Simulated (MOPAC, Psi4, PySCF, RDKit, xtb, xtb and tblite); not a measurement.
Two geometries of CH4SSe, SMILES SC[SeH], singlet, relaxed at GFN2-xTB with one dihedral held; other torsions can differ between them too.

Structure A

```
7

S      1.0589    -1.1446    -0.2439
C     -0.5175    -0.2726    -0.1588
Se    -0.3963     1.6135     0.4984
H      1.2513    -1.2355     1.0713
H     -0.9080    -0.2444    -1.1751
H     -1.2095    -0.7989     0.4961
H      1.0342     1.7128     0.3273
```

Structure B

```
7

S      1.0723    -1.1776    -0.2321
C     -0.4876    -0.2532    -0.1540
Se    -0.3524     1.5963     0.5508
H      1.2895    -1.2059     1.0803
H     -0.8772    -0.2070    -1.1682
H     -1.1874    -0.7761     0.4964
H      0.2396     2.1430    -0.6466
```

### Question
Which is lower in energy at the level DF-MP2 (frozen core)/cc-pVTZ // GFN2-xTB (Psi4), and by how much?

### Answer
B is lower, by 0.72 kcal/mol (dihedral S1–C2–Se3–H7: 15° in A, 75° in B).

E(B) − E(A) in kcal/mol at the other levels, on the same two geometries: GFN2-xTB (xtb and tblite) -0.81; PBE0/def2-TZVP // GFN2-xTB (Psi4) -0.70; PBE0-D3(BJ)/def2-TZVP // GFN2-xTB (Psi4) -0.66; PBE/def2-TZVP // GFN2-xTB (Psi4) -0.76; PBE-D3(BJ)/def2-TZVP // GFN2-xTB (Psi4) -0.70; M06-2X/def2-TZVP // GFN2-xTB (Psi4) -0.57; HF/cc-pVTZ // GFN2-xTB (Psi4) -0.88; UFF // GFN2-xTB (RDKit) -0.88; PM3, restricted, heats of formation // GFN2-xTB (MOPAC) -0.81; PM6, restricted, heats of formation // GFN2-xTB (MOPAC) -0.93; GFN1-xTB // GFN2-xTB (xtb) -0.45; restricted B3LYP/6-31G*, spherical d // GFN2-xTB (PySCF) -0.88; restricted Hartree-Fock/3-21G // GFN2-xTB (PySCF) -1.53; restricted Hartree-Fock/6-31G*, spherical d // GFN2-xTB (PySCF) -0.95; restricted MP2 (frozen core)/3-21G // GFN2-xTB (PySCF) -1.45.
